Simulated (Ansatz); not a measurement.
```yaml
crystal:
  periodic: [false, false, false]
  atoms:
    - {symbol: C, position_ang: [-3.074647, -0.091089, -0.437595]}
    - {symbol: Zr, position_ang: [1.748305, 0.553671, -0.652929]}
    - {symbol: O, position_ang: [3.287957, -1.212980, 2.822838]}
    - {symbol: F, position_ang: [3.056438, -1.351971, -4.157534]}
    - {symbol: F, position_ang: [2.397702, 4.699122, -0.790630]}
    - {symbol: H, position_ang: [-4.012381, 0.951923, 1.522751]}
    - {symbol: H, position_ang: [-3.643381, -2.432405, -0.365082]}
    - {symbol: H, position_ang: [-4.150539, 0.870019, -2.370794]}
    - {symbol: H, position_ang: [4.390544, -1.986291, 4.428954]}
basis:
  gaussian: {orbitals: def2-SVP, nuclear_model: gaussian}
hamiltonian: {xc: {name: SPW92}}
accuracy: high
output: {forces: true}
```

```sh
$ ansatz run in.yaml --threads 2 --pin off --events-out ev --progress --plain --max-ram 22528MiB --backend cpu
```

It prints (some lines left out):

```
Functional definition: SPW92
  name "SPW92"
  cite "Dirac, Proc. Camb. Phil. Soc. 26, 376 (1930) doi:10.1017/S0305004100016108"
  cite "Slater, Phys. Rev. 81, 385 (1951) doi:10.1103/PhysRev.81.385"
  cite "Perdew & Wang, Phys. Rev. B 45, 13244 (1992) doi:10.1103/PhysRevB.45.13244"
  exchange = slater_x
  correlation = pw_c
2006 factors; integrals over basis functions are off by at most 1.5e-8 eV
mean field evaluation 1: about -9698.6351 eV, gradient 1.2e2 eV
mean field evaluation 2: about -8074.5924 eV, gradient 3.5e2 eV
mean field evaluation 4: about -9088.3240 eV, gradient 2.8e2 eV
mean field evaluation 8: about -9753.3495 eV, gradient 4.6e1 eV
mean field evaluation 16: about -9757.7080 eV, gradient 6.5e-3 eV
mean field -9757.70799977 eV, -358.5891549795 hartree, gradient 1.8e-8 eV, S^2 0.000000; 10 other end points of the search recorded, 0 dependent functions left out
the calculation of the forces begins
reference -9757.70800849 eV, -358.5891552998 hartree; 24, 24 occupied and 83, 83 virtual orbitals, 2006 factors
Total energy: -9757.70800849 eV, -358.5891552998 hartree
Atom 0 at    -3.074647    -0.091089    -0.437595 Å, force    -1.805418    -0.241980     0.080982 eV/Å
Atom 1 at     1.748305     0.553671    -0.652929 Å, force     0.394347     0.195519    -0.274165 eV/Å
Atom 2 at     3.287957    -1.212980     2.822838 Å, force     1.198948    -0.919159     1.887033 eV/Å
Atom 3 at     3.056438    -1.351971    -4.157534 Å, force    -0.291647     0.396689     0.751299 eV/Å
Atom 4 at     2.397702     4.699122    -0.790630 Å, force    -0.152168    -0.884401     0.038444 eV/Å
Atom 5 at    -4.012381     0.951923     1.522751 Å, force     0.785863    -0.879469    -1.652138 eV/Å
Atom 6 at    -3.643381    -2.432405    -0.365082 Å, force     0.474814     1.972512    -0.061142 eV/Å
Atom 7 at    -4.150539     0.870019    -2.370794 Å, force     0.901717    -0.807630     1.624029 eV/Å
Atom 8 at     4.390544    -1.986291     4.428954 Å, force    -1.506456     1.167918    -2.394342 eV/Å
Dipole moment:    -0.389682    -0.578231     0.963103 e Å
```

**Question.** Something in this input is off. What?

**Answer.** The geometry is stretched to more than twice its size. The run converged. The result belongs to that input, not to the molecule as meant.
